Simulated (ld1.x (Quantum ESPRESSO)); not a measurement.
Configuration tests for palladium (Pd) (ultrasoft)

ld1.x (Quantum ESPRESSO) 7.5 input, shortened:

```
&input
   title='Pd', zed=46., rel=0, dft='PW91', iswitch=3,
   config='[Kr] 4d9.5 5s0 5p0'
 /
 &inputp
   pseudotype=3, tm=.true., lloc=-1, rcloc=2.90,
   nlcc=.true., new_core_ps=.true.
 /
6
5S  1  0   0.00   0.00  2.10  2.85  0.0
5S  1  0   0.00   2.45  2.10  2.85  0.0
5P  2  1   0.00   0.00  2.95  3.75  0.0
5P  2  1   0.00   0.15  2.95  3.75  0.0
4D  3  2   9.50   0.00  1.80  1.90  0.0
4D  3  2   0.00   3.05  1.80  1.90  0.0
 &test
   configts(1)='4d9.5 5s0 5p0'
 /
```

Energies are relative to the spin-unpolarised reference configuration 4d9.5 5s0 5p0; without spin polarisation the order of configurations can differ from experiment.

Question: Give the all-electron excitation energy and the error of the potential for: 4d10 5s0 5p0; 4d9 5s0 5p0; 4d8 5s0 5p0; 4d7 5s0 5p0; 4d8 5s1 5p0; 4d6 5s0 5p0; 4d9 5s0 5p1.

Answer:

```json
{"valence configuration": "4d10 5s0 5p0", "charge": "0", "ΔE all-electron (eV)": "-3.317", "error AE − PS (meV)": "-28"}
{"valence configuration": "4d9 5s0 5p0", "charge": "+1", "ΔE all-electron (eV)": "6.006", "error AE − PS (meV)": "-48"}
{"valence configuration": "4d8 5s0 5p0", "charge": "+2", "ΔE all-electron (eV)": "27.192", "error AE − PS (meV)": "-591"}
{"valence configuration": "4d7 5s0 5p0", "charge": "+3", "ΔE all-electron (eV)": "62.069", "error AE − PS (meV)": "-1969"}
{"valence configuration": "4d8 5s1 5p0", "charge": "+1", "ΔE all-electron (eV)": "11.550", "error AE − PS (meV)": "-540"}
{"valence configuration": "4d6 5s0 5p0", "charge": "+4", "ΔE all-electron (eV)": "112.066", "error AE − PS (meV)": "-4248"}
{"valence configuration": "4d9 5s0 5p1", "charge": "0", "ΔE all-electron (eV)": "2.199", "error AE − PS (meV)": "-63"}
```

A Bessel basis up to 400 Ry misses an occupied level by 0.66 Ry, so cutoffs and ghosts were not judged.
